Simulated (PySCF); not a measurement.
**Electron correlation in O+ (oxygen, charge +1)**

[He] 2s1 2p4, high-spin 4P determinant (an excited configuration). Calculation: PySCF 2.14, in x2c-QZVPPall; the spin-free X2C one-electron Hamiltonian (Gaussian nucleus). Frozen: 1s2; 5 electrons correlated.

MP2 pair energies summed by pair of shells (mhartree):

| pair | energy | share (%) |
| --- | --- | --- |
| 2p-2p | -87.72 | 84.0 |
| 2s-2p | -16.66 | 16.0 |

Total MP2 correlation energy: -104.37 mhartree.

Same-spin part -30.97 and opposite-spin part -73.40 mhartree; SCS-MP2 scales them by 1/3 and 6/5 to -98.41 mhartree.
